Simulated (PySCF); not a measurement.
Compound: C4H12Si2.
Structure used (PBE0-D3(BJ)/def2-SVP), in Å, numbered top down from 1:
```xyz
18
C4H12Si2 angstrom
C      2.3569   -0.4145    0.2019
C      0.8915   -0.0424    0.3941
C     -0.0468   -1.1881   -0.0302
Si    -1.8626   -0.6363    0.1486
Si    -1.3259    1.6278   -0.1388
C      0.5324    1.2590   -0.3479
H      2.5709   -0.6063   -0.8626
H      2.6178   -1.3241    0.7652
H      3.0245    0.3946    0.5371
H      0.7309    0.1361    1.4757
H      0.1648   -2.1050    0.5432
H      0.1351   -1.4337   -1.0926
H     -2.7601   -1.2519   -0.8771
H     -2.4077   -0.9574    1.5055
H     -1.5895    2.4652    1.0739
H     -1.9187    2.3180   -1.3256
H      0.7391    1.1327   -1.4266
H      1.1618    2.0958   -0.0048
```

The calculation used TDDFT CAM-B3LYP/def2-SVPD, vertical, gas phase, core orbitals frozen in the response (PySCF 2.14.0, density-fitted response routines).

Each state is given a Gaussian of 0.5 eV full width at half maximum, with ε(max) = 2.175×10⁸ f / Δν̃ (Δν̃ the width in cm⁻¹). The width is an assumption, not a result. The curve ends short of the highest state used, and states not computed would add to its high-energy end.

λ (nm), ε (L mol⁻¹ cm⁻¹) and a bar:
```
    159.9       9556 ##################
    161.7      10720 #####################
    163.5      12481 ########################
    165.4      14520 ############################
    167.2      15651 ##############################
    169.0      15237 #############################
    170.9      13083 #########################
    172.7      10091 ###################
    174.5       7073 ##############
    176.3       4714 #########
    178.2       3257 ######
    180.0       2802 #####
    181.8       2991 ######
    183.7       3532 #######
    185.5       4052 ########
    187.3       4350 ########
    189.2       4302 ########
    191.0       3921 ########
    192.8       3306 ######
    194.6       2590 #####
    196.5       1854 ####
    198.3       1263 ##
    200.1        808 ##
    202.0        473 #
    203.8        269 #
    205.6        145 
    207.4         74 
    209.3         35 
    211.1         16 
    212.9          7
```

Q: Locate the maxima and give the states behind the curve.

A: 188 nm (6.59 eV), ε about 4400, made up of S1 (79%) and S2 (20%); 168 nm (7.40 eV), ε about 16000, made up of S4 (91%) (ε in L mol⁻¹ cm⁻¹; maxima over ε = 5, shares over 10%). The states used: S1 6.57 eV (f 0.065); S2 6.66 eV (f 0.017); S3 7.36 eV (f 0.012); S4 7.37 eV (f 0.267); S5 7.83 eV (f 0.074); S6 7.87 eV (f 0.057); S7 7.98 eV (f 0.0004); S8 8.16 eV (f 0.015); S9 8.28 eV (f 0.0026); S10 8.35 eV (f 0.023).

Q: Coming from long wavelengths, where does ε first pass 100 L mol⁻¹ cm⁻¹?

A: At about 207 nm (6.00 eV), 0.57 eV below S1.

Q: What would ε be at 7.40 eV, the highest of these maxima, with half the width (0.25 eV)?

A: About 29100 L mol⁻¹ cm⁻¹ against 15700, a factor of about 1.9; a lone state at its own centre would give exactly 2.

Q: On this curve, what absorbance would a 10⁻³ mol/L sample give at 193 nm over a 1 cm path?

A: 193 nm is 6.424 eV, where ε is about 3200 L mol⁻¹ cm⁻¹, so A = ε c l ≈ 3.2 (Beer–Lambert, with the gas-phase spectrum and the assumed width).

The vertical ionisation energy (ΔSCF) is 9.40 eV, 1.05 eV above S10.

One conformer stands for the species.
